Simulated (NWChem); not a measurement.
Molecule: HO₂, doublet; SMILES [O]O

Program: NWChem. Spin-unrestricted. In the optimisation the excess spin sits in a" (Cs, its own frame). All runs use the structure optimised with PBE0/def2-SVP, spin-unrestricted. No stability test was run on the SCF state.

Principal g shifts at PBE/x2c-SVPall, ZORA: -0.08, 5.43, 26.56 ppt from the free-electron value 2.002319.

Question: Give the g values and the resonance fields at 9.5 GHz, hyperfine structure aside.

Answer: 
1. g = 2.002319 + Δg/1000 = 2.0022, 2.0077, 2.0289; mean 2.0130.
2. B = hν/(g μB) = 339.0, 338.1, 334.5 mT.
3. A powder spectrum spans 4.5 mT; in solution the line sits at 337.2 mT.
